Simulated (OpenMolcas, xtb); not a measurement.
## SnH2Cl2 (SMILES [Cl][SnH2][Cl]): the dipole moment, rung by rung

SnH2Cl2: 5 atoms, total charge 0, spin state singlet. SMILES: `[Cl][SnH2][Cl]`. The shape is that of a PBE0-D4/def2-TZVP optimisation.

Each level gives the dipole moment (D). The values are calculated.

```tsv
level	kind	program	value (D)	CPU time
GFN2-xTB	semi-empirical	xtb	2.57	under 2 s
HF/def2-SVPD (core potential)	Hartree–Fock	OpenMolcas	2.92	13 s
SVWN5/def2-SVPD (core potential)	LDA	OpenMolcas	2.63	26 s
PBE/def2-SVPD (core potential)	GGA	OpenMolcas	2.58	32 s
r2SCAN/def2-SVPD (core potential)	meta-GGA	OpenMolcas	2.68	37 s
PBE0/def2-SVPD (core potential)	global hybrid	OpenMolcas	2.72	26 s
```

The values span 2.57 to 2.92 D. Magnitudes only. CPU times are rough (shared hosts, several kinds of processor): they show what a rung costs within a factor of a few.
